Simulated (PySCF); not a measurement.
Structure problem from calculated spectra and properties.

Formula: C6H7ClF2O.

- 13C NMR: chemical shifts (computed TMS as zero) by class: 145.7 (1 C), 138.1 (1 C), 121.6 (1 C), 56.9 (1 C), 49.1 (1 C), 43.5 (1 C) ppm [GIAO PBE0/pcSseg-1]
- NMR, other nuclei: isotropic shieldings of nuclei other than C and H, by class: 289 (1 O), 309 (1 F), 315 (1 F), 828 (1 Cl) ppm [GIAO PBE0/pcSseg-1]
- Triplet: lowest triplet excitation (Tamm–Dancoff): 3.87 eV [TDA CAM-B3LYP/def2-SVPD]
- Valence photoelectron: vertical ionisation energy: 9.92 eV [ΔSCF CAM-B3LYP/def2-SVPD]
- Polarisability: 90.5 au [CAM-B3LYP/def2-SVPD]
- 1H NMR: chemical shifts (computed TMS as zero) by class: 6.17 (1 H), 6.00 (1 H), 5.19 (1 H), 4.08 (1 H), 3.80 (1 H), 3.55 (1 H), 2.67 (1 H) ppm [GIAO PBE0/pcSseg-1]
- Rotational structure: rotational constants A, B, C: 1.887, 0.536, 0.471 GHz [PBE0-D3(BJ)/def2-SVP]

Electronic properties: PySCF, gas phase, density fitting. Levels stand in brackets. Isolated species at its PBE0-D3(BJ)/def2-SVP geometry (one conformer only). NMR classes are plain means over equivalent atoms (diastereotopic ones count apart unless rotation or inversion swaps them), as if these changed places fast.

Q: Propose a structure and show how it fits.

A: Numbering: `[F:1][CH:2]([F:3])[C@@H:4]1[O:5][C@H:6]1/[CH:7]=[CH:8]\[CH2:9][Cl:10]`. Its formula, C6H7ClF2O, gives 2 degrees of unsaturation: 1 ring and 1 π bond in the structure found. 6 carbons fall into 6 classes; from least to most shielded: alkene CH carbon [C7] (145.7 ppm), alkene CH carbon [C8] (138.1 ppm), CHF2 carbon [C2] (121.6 ppm), ring sp3 carbon bound to oxygen [C4] (56.9 ppm), ring sp3 carbon bound to oxygen [C6] (49.1 ppm), sp3 C–Cl carbon [C9] (43.5 ppm). Hydrogen classes from least to most shielded: 1 H on an alkene CH carbon, C8 (6.17 ppm), 1 H on an alkene CH carbon, C7 (6.00 ppm), 1 H on a CHF2 carbon, C2 (5.19 ppm), 1 H on an sp3 C–Cl carbon, C9 (4.08 ppm), 1 H on an sp3 C–Cl carbon, C9 (3.80 ppm), 1 H on an sp3 carbon bound to oxygen, C6 (3.55 ppm), 1 H on an sp3 carbon bound to oxygen, C4 (2.67 ppm). The other shieldings belong to: 289 ppm, epoxide oxygen [O5]; 309 ppm, fluorine of a CF2 group [F1]; 315 ppm, fluorine of a CF2 group [F3]; 828 ppm, alkyl chlorine [Cl10]. The first electron is taken from the HOMO, whose largest Löwdin shares are 0.30 on an alkene CH carbon, 0.27 on an alkene CH carbon, 0.12 on the alkyl chlorine and 0.07 on an sp3 carbon bound to oxygen. The optimised geometry has point group C1 and is an asymmetric top. Structure: `FC(F)[C@@H]1O[C@H]1/C=C\CCl`. The assignments are read from this structure; whether some other isomer fits the data as well wasn't checked. The mirror image fits equally.

Conformer computed: `[F:1][CH:2]([F:3])[C@@H:4]1[O:5][C@H:6]1/[CH:7]=[CH:8]\[CH2:9][Cl:10]`: F1–C2–C4–O5 -92°, O5–C6–C7–C8 178°, C7–C8–C9–Cl10 84°.
